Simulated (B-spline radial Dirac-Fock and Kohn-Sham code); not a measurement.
# Cd²⁺: eigenvalues, ΔSCF and the reference

System: the Cd²⁺ ion in the configuration [Kr] 4d10.

The density-functional columns are spherical, spin-unpolarised Dirac-Kohn-Sham results without Breit or QED terms: −ε is minus the orbital energy of the initial state and ΔSCF the difference of two total energies. The reference in the last column comes from Dirac-Fock (average of configuration) total-energy differences with a finite nucleus, the Breit interaction including its frequency dependence, and self-energy and vacuum-polarisation corrections. All numbers are from an atomic code on a B-spline grid, in eV; a selection of levels is shown. For the 1s level of heavy atoms much of the gap between ΔSCF and the reference is the Breit and QED part, -84.0 eV here; for other levels the error of the functional can be larger.

```csv
level,PBE −ε,PBE ΔSCF,LDA −ε,LDA ΔSCF,Dirac-Fock
K,26527.1,26847.5,26494.9,26814.4,26738.3
L1,3953.2,4008.6,3949.4,4005.1,4052.3
L2,3681.5,3750.8,3680.3,3749.7,3755.9
L3,3489.1,3554.5,3488.1,3553.6,3566.1
M1,752.1,771.1,751.0,770.1,800.8
M2,643.3,662.7,643.0,662.5,681.8
M3,608.9,627.8,608.7,627.6,647.1
M4,416.2,436.9,416.7,437.4,438.2
M5,409.2,429.7,409.7,430.2,431.5
N1,124.7,133.9,124.8,133.9,143.5
N2,89.87,98.70,90.06,98.87,104.1
N3,84.06,92.74,84.17,92.83,98.28
N4,30.87,38.47,31.15,38.73,36.52
N5,30.15,37.70,30.42,37.95,35.82
```

Problem. Order the estimates of the K (1s) level by their distance from the Dirac-Fock value, nearest first.
A. PBE −ε
B. PBE ΔSCF
C. LDA −ε
D. LDA ΔSCF

Solution. D (76.1 eV), B (109.3 eV), A (211.2 eV), C (243.4 eV).

For the outermost level NIST gives 37.468 ± 0.006 eV (measured); the differences from it are PBE −ε -7.31, PBE ΔSCF +0.23, LDA −ε -7.04, LDA ΔSCF +0.49, Dirac-Fock -1.65 eV.

Values without a named source are computed, but for edge energies of neutral atoms, which are taken from tables.
